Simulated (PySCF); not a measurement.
State search for SiBi⁺

Unrestricted PBE0; Si def2-SVP, Bi def2-SVP with ECP60; scalar-relativistic core potentials (PySCF 2.14). Outer shells of the fragments: Si 3s2 3p2; Bi+ 5d10 6s2 6p2.

Followed along the bond (rough minima from three points):

```tsv
2Ms+1	unpaired	⟨S²⟩ at the start	R at minimum (Å)	Te (eV)
3	π ↑↑	2.00	2.62	0.00
1	π ↑↓	1.00	2.62	0.23
3	σ ↑, π ↑	2.07	2.46	0.53
1	σ ↑, π ↓	1.35	2.48	0.71
1	none	0.00	2.63	0.86
```

Solutions found at the starting distance of 2.675 Å, counted from the lowest of them; the search is not exhaustive and high or unbound solutions are not listed, so other states can lie among these:

```
2Ms+1    unpaired   term  E (eV)  ⟨S²⟩  ⟨Lz²⟩  μ (D)
    3        π ↑↑    ³Σ⁻    0.00  2.00   0.00  -3.79
    1        π ↑↓  mixed    0.23  1.00   2.01  -3.65
    3    σ ↑, π ↑     ³Π    0.74  2.07   1.06  -3.85
    1        none  mixed    0.85  0.00   2.00  -3.40
    1    σ ↑, π ↓  mixed    0.86  1.35   1.03  -3.88
    5  σ ↑, π ↑↑↑     ⁵Π    1.22  6.00   1.00  -3.50
```

A term symbol is given only where ⟨S²⟩ and ⟨Lz²⟩ are close to those of a pure state; real π, δ and φ orbitals otherwise mix terms. A positive dipole points towards Bi; it is taken about the centre of mass and depends on that origin.

These are scalar-relativistic numbers at best; spin–orbit coupling would shift them, the dissociation energy most.
